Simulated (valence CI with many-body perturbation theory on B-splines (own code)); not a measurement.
## Level structure of P8+

Computed by relativistic CI+MBPT: five valence electrons over a frozen Dirac-Fock core [He], a basis of 9 s, 9 p, 8 d, 6 f, 3 g, 1 h functions for each j, with the one-electron correlation potential Σ1, the two-electron term Σ2, the three-electron term Σ3, Breit, model QED; selected CI, second order for the rest, scaled by the run's own slope (own B-spline code, finite nucleus).

No measured spectrum was set against this ion. As an estimate, levels of excited configurations hold to 0.05 to 0.15 % of their energy, terms of the ground configuration to about 0.5 %. Among the levels kept, up to 2400 cm⁻¹ of a level comes from second order outside the variational space, and about a tenth of that is noise between levels of different J, which matters for small intervals.

Levels 1 to 41 of 41, with energies above the lowest level, 2s²2p³ ⁴S°_3/2. "Leading %" is the weight of the configuration and term that name the level; weights of strongly mixed levels are sums over their largest components and can fall short, so below about 35 % the name and the second component can differ from the true leading terms, or belong to a minority configuration. Lifetimes count E1, E2, E3, M1 and M2 decay at the calculated energies, and are blank where another channel may lead or the interval is too uncertain; long ones can be off by a factor of two.

```csv
No.,Configuration,Term,J,E (eV),Leading %,g,Lifetime
1,2s²2p³,⁴S°,3/2,0.00,99,1.999,
2,2s²2p³,²D°,3/2,9.45,97,0.812,195 ms
3,2s²2p³,²D°,5/2,9.52,99,1.199,7.50 s
4,2s²2p³,²P°,1/2,14.44,97,0.664,10.4 ms
5,2s²2p³,²P°,3/2,14.57,95,1.322,4.27 ms
6,2s2p⁴,⁴P,5/2,42.84,99,1.600,227 ps
7,2s2p⁴,⁴P,3/2,43.46,99,1.734,217 ps
8,2s2p⁴,⁴P,1/2,43.79,99,2.668,211 ps
9,2s2p⁴,²D,3/2,58.98,99,0.799,82.5 ps
10,2s2p⁴,²D,5/2,58.99,99,1.200,84.7 ps
11,2s2p⁴,²S,1/2,69.08,97,1.976,43.6 ps
12,2s2p⁴,²P,3/2,72.41,99,1.332,20.4 ps
13,2s2p⁴,²P,1/2,73.20,97,0.691,20.6 ps
14,2p⁵,²P°,3/2,112.30,96,1.333,32.6 ps
15,2p⁵,²P°,1/2,113.31,96,0.664,32.0 ps
16,2s²2p²3s,⁴P,1/2,216.21,96,2.656,12.6 ps
17,2s²2p²3s,⁴P,3/2,216.61,96,1.731,12.6 ps
18,2s²2p²3s,⁴P,5/2,217.18,96,1.598,12.7 ps
19,2s²2p²3s,²P,1/2,218.96,96,0.680,4.15 ps
20,2s²2p²3s,²P,3/2,219.65,95,1.329,4.16 ps
21,2s²2p²3s,²D,5/2,224.29,96,1.202,6.84 ps
22,2s²2p²3s,²D,3/2,224.32,96,0.805,6.80 ps
23,2s²2p²3p,²S°,1/2,226.72,93,1.992,1.48 ns
24,2s²2p²3p,⁴D°,1/2,227.82,95,0.032,1.03 ns
25,2s²2p²3p,⁴D°,3/2,228.04,93,1.215,920 ps
26,2s²2p²3p,⁴D°,5/2,228.43,94,1.377,936 ps
27,2s²2p²3p,⁴D°,7/2,228.93,96,1.427,1.06 ns
28,2s²2p²3p,⁴P°,1/2,229.12,94,2.634,176 ps
29,2s²2p²3p,⁴P°,3/2,229.22,90,1.704,165 ps
30,2s²2p²3p,⁴P°,5/2,229.56,88,1.570,177 ps
31,2s²2p²3p,²D°,3/2,230.59,95,0.817,850 ps
32,2s²2p²3p,²D°,5/2,231.32,90,1.220,717 ps
33,2s²2p²3p,⁴S°,3/2,231.54,83,1.993,30.6 ps
34,2s²2p²3s,²S,1/2,231.89,93,2.001,7.18 ps
35,2s²2p²3p,²P°,1/2,232.62,95,0.674,182 ps
36,2s²2p²3p,²P°,3/2,232.63,96,1.334,174 ps
37,2s²2p²3p,²F°,5/2,236.35,96,0.861,348 ps
38,2s²2p²3p,²F°,7/2,236.54,97,1.144,344 ps
39,2s2p³3s,⁶S°,5/2,237.14,99,2.001,18.7 ns
40,2s²2p²3p,²D°,5/2,238.65,95,1.199,202 ps
41,2s²2p²3p,²D°,3/2,238.67,92,0.818,193 ps
```

The ionisation energy to 2s²2p² ³P0 of the next ion comes out as 372.14 eV (NIST: 372.31 ± 0.21 eV (semi-empirical)). All 41 levels together are meant to be complete up to 239.83 eV.
